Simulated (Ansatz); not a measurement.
**C2H4LiSi: structure from calculated spectroscopic constants**

These gas-phase data were calculated for one isomer of C2H4LiSi at r2SCAN-D4/def2-SVP (harmonic, unscaled wavenumbers; equilibrium rotational constants with average atomic masses):

| Property | Result |
| --- | --- |
| rotational constants | 29.66, 3.26, 2.937 GHz |
| all wavenumbers above 1500 cm⁻¹ | 3202, 3105, 3088, 2097, 1548 |

Candidates:

(1) `[Li][Si]1CC1`, a doublet
(2) `[Li][SiH]C=C`, a doublet

**Question.** Which candidate do the data belong to?

**Answer.** Candidate (2). The band at 2097 cm⁻¹ lies where the Si–H stretch is expected; (1) has no mode between 2000 and 2380 cm⁻¹.

The same quantities for all candidates:

```
     rotational constants (GHz)   wavenumbers above 1500 cm⁻¹  E above the lowest, r2SCAN-D4/def2-SVP (kcal/mol)
(1)          17.9, 4.493, 4.057        3182, 3165, 3089, 3085                                                2.8
(2)          29.66, 3.26, 2.937  3202, 3105, 3088, 2097, 1548                                                0.0
```

Harmonic stretches to hydrogen usually lie a few per cent above observed fundamentals. Each candidate is one conformer. Open shells are spin-unrestricted. Programs: Ansatz 0.2.0.
